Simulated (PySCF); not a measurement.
```xyz
4
charge 0 multiplicity 6, angstrom
Os    0.0000    0.0000    0.0000
F     1.9441    0.0000    0.0000
F    -0.9720    1.6836    0.0000
F    -0.9720   -1.6836    0.0000
```

All numbers come from PySCF, UPBE0, basis Os def2-SVP with ECP60, F def2-SVP (scalar-relativistic core potentials, no spin–orbit coupling, density fitting).

This geometry of OsF₃ is a stationary point at this level.

Question: What is the point group?

Answer: D3h.

Question: Is it a minimum?

Answer: No: it has 2 imaginary modes (one degenerate set), at 156i cm⁻¹ (e').

Question: List the harmonic modes with their infrared intensities.

Answer: 
| symmetry | ω (cm⁻¹) | IR (km/mol, summed over degenerate members) | type |
| --- | --- | --- | --- |
| e' | 156i | – | bend |
| a2'' | 67 | 26.4 | bend |
| e' | 579 | 212 | stretch |
| a1' | 640 | 0.0 | stretch |

Question: Give the atomic charges and bond orders.

Answer: 
| atom | Mulliken | Löwdin | polar tensor | spin (Mulliken) | Mayer order to Os1 |
| --- | --- | --- | --- | --- | --- |
| Os1 | 1.21 | 0.71 | 1.76 | 4.24 | – |
| F2,3,4 | -0.40 | -0.24 | -0.59 | 0.25 | 0.94 |

In D3h the vibrations span 2e' + a2'' + a1'. The a1' mode carries no infrared intensity, as symmetry demands.

This need not be the most stable arrangement of these atoms. With open d or f shells other occupations or spin states may lie lower. At this level a quartet minimum of C2v symmetry lies 129 kJ/mol below this structure. With an element this heavy the missing spin–orbit coupling can shift these numbers.
